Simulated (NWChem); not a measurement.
Basis-set dependence for ClSn

```
Sn
Cl 1 2.3941
```
Charge 0, spin multiplicity 2.

All runs are NWChem calculations. All single points use one geometry, from UPBE0/def2-SVP with def2 effective core potentials on Sn, a minimum by its harmonic frequencies.

Hartree-Fock energies in Ha, correlation energies in mHa.

Effective core potentials replace the inner electrons of Sn; spin-orbit coupling is left out. The correlated methods keep 9 core orbitals frozen. This spin state was chosen for the runs; another may lie lower. The structure started from a generated list of species. The unpaired electrons of the parent sit in orbitals of symmetry b2 (C2v labels of the run); other states weren't searched. No SCF solution was tested for a lower state. Open-shell Hartree-Fock references start from PBE0 orbitals. Coupled-cluster values serve here as a point of comparison, not as the truth.

| basis | functions | UHF | UMP2 | SCS-UMP2 | CCSD on ROHF | CCSD[T] on ROHF | CCSD(T) on ROHF |
|---|---|---|---|---|---|---|---|
| def2-SVP | 44 | -672.74721 | -199.3 | -193.3 | -226.6 | -232.9 | -232.6 |
| def2-TZVP | 87 | -672.91378 | -464.9 | -431.1 | -479.7 | -497.3 | -496.5 |
| def2-QZVP | 152 | -672.92841 | -699.0 | -638.0 | not run | not run | not run |

From def2-TZVP to def2-QZVP the Hartree-Fock energy moves by -14.6 mHa and the UMP2 correlation energy by -234.2 mHa, which is 33 % of its value in the larger set.
